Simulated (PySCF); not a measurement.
**Distorted geometries of HgH2(H2S)**

HgH2(H2S) (singlet). PySCF 2.14.0, RKS PBE, Hg def2-SVP with ECP60, H def2-SVP, S def2-SVP; non-relativistic Hamiltonian with scalar-relativistic core potentials where named; density fitting; no spin-orbit coupling. Relaxed geometry:

```xyz
6

Hg    0.4810    0.7692    0.0000
H     2.0338    0.1646    0.0000
H    -1.0532    1.4342    0.0000
S    -1.1667   -2.2521    0.0000
H    -1.9279   -1.6798    0.9736
H    -1.9279   -1.6798   -0.9736
```

Order these distorted geometries by energy above the relaxed one, lowest first.
A.
```xyz
6

Hg    0.1164    0.7817   -0.1555
H     2.2481    0.2604    0.1367
H    -0.9300    1.2992    0.1707
S    -1.2184   -2.3854   -0.0432
H    -2.0391   -1.6166    0.8300
H    -1.7378   -1.5832   -0.9387
```
B.
```xyz
6

Hg    0.4886    0.7563    0.0132
H     1.9569    0.1514    0.0876
H    -1.0933    1.4408    0.0527
S    -1.2904   -2.2683   -0.0566
H    -1.7391   -1.7548    0.8247
H    -1.8835   -1.5692   -0.9216
```
C.
```xyz
6

Hg    0.4661    0.7023   -0.0415
H     2.0828    0.3626   -0.0881
H    -1.2583    1.0393    0.2350
S    -1.0180   -2.0642   -0.3584
H    -1.9270   -1.5198    1.0900
H    -1.9064   -1.7640   -0.8370
```

B (1.43 eV), C (3.57 eV), A (4.29 eV).

Which forces (eV/Å) act in the one that lies 1.43 eV up?


```
Hg  -1.61  0.62  0.23
H    1.11 -0.42 -0.08
H    0.51 -0.21 -0.14
S    6.59 -7.50 -7.40
H   -5.00  5.68  9.49
H   -1.61  1.84 -2.09
```
Forces carry noise of the integration grid, about 0.01 to 0.03 eV/Å.
